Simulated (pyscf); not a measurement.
## H₃C–In(CH₃)–CH₃ (SMILES [CH3][In]([CH3])[CH3]), singlet

Gas-phase minimum from PySCF at ωB97X-D3(BJ)/def2-SVP, one conformer. 

SMILES: [CH3][In]([CH3])[CH3]
```xyz
13

C     -2.0976    -0.0374    -0.4666
In    -0.3089    -0.4844     0.6689
C     -0.3316    -0.3060     2.8266
C      1.4966    -1.1054    -0.3518
H     -1.9800     0.9356    -0.9725
H     -2.2653    -0.7939    -1.2496
H     -2.9923     0.0165     0.1716
H     -1.1005    -0.9695     3.2551
H     -0.5931     0.7243     3.1189
H      0.6392    -0.5600     3.2776
H      1.6679    -2.1811    -0.1784
H      1.4385    -0.9400    -1.4380
H      2.3738    -0.5681     0.0425
```

Bond lengths (Å): C1–In2 2.165, C1–H5 1.103, C1–H6 1.102, C1–H7 1.100, In2–C3 2.165, In2–C4 2.165, C3–H8 1.102, C3–H9 1.102, C3–H10 1.100, C4–H11 1.103, C4–H12 1.100, C4–H13 1.102. Bond angles (°): In2–C1–H5 109.5, In2–C1–H6 110.9, In2–C1–H7 112.2, H5–C1–H6 107.2, H5–C1–H7 108.0, H6–C1–H7 108.8, C1–In2–C3 119.8, C1–In2–C4 120.1, C3–In2–C4 120.1, In2–C3–H8 110.2, In2–C3–H9 110.1, In2–C3–H10 112.3, H8–C3–H9 107.1, H8–C3–H10 108.5 (the first ones only).

Properties at ωB97X-D3(BJ)/def2-SVP:

- Harmonic wavenumbers, unscaled = 11, 12, 21, 118, 119, 127, 492, 519, 519, 614, 616, 645, 716, 738, 739, 1208, 1208, 1214, 1443, 1443, 1443, 1447, 1448, 1450, 3063, 3064, 3065, 3159, 3159, 3160, 3180, 3180, 3180 cm⁻¹
- Zero-point energy = 66.5 kcal/mol
- Rotational symmetry number = 1
- Entropy of this conformer at 298 K and 1 atm, rigid rotor and harmonic oscillator, modes under 100 cm⁻¹ raised to 100 = 382.5 J/(mol K)
- Dipole moment = 0.00 D

Single-point totals, which compare only within one level:

```json
[
 {"level": "ωB97X-D3(BJ)/def2-TZVP", "total energy (hartree)": "-310.05117"},
 {"level": "PBE/def2-TZVP", "total energy (hartree)": "-309.71848"},
 {"level": "r²SCAN/def2-TZVP", "total energy (hartree)": "-309.88767"},
 {"level": "B3LYP-D3(BJ)/def2-TZVP", "total energy (hartree)": "-309.99087"},
 {"level": "PBE0-D3(BJ)/def2-TZVP", "total energy (hartree)": "-309.75035"},
 {"level": "M06-2X/def2-TZVP", "total energy (hartree)": "-309.75673"},
 {"level": "ωB97M-D3(BJ)/def2-TZVP", "total energy (hartree)": "-309.95413"}
]
```

The lowest mode is so soft that the shape along it may change with the basis. Soft torsions are taken as harmonic, which can shift the entropy by several J/(mol K). Elements past Kr carry the def2 core potentials, without spin-orbit coupling.
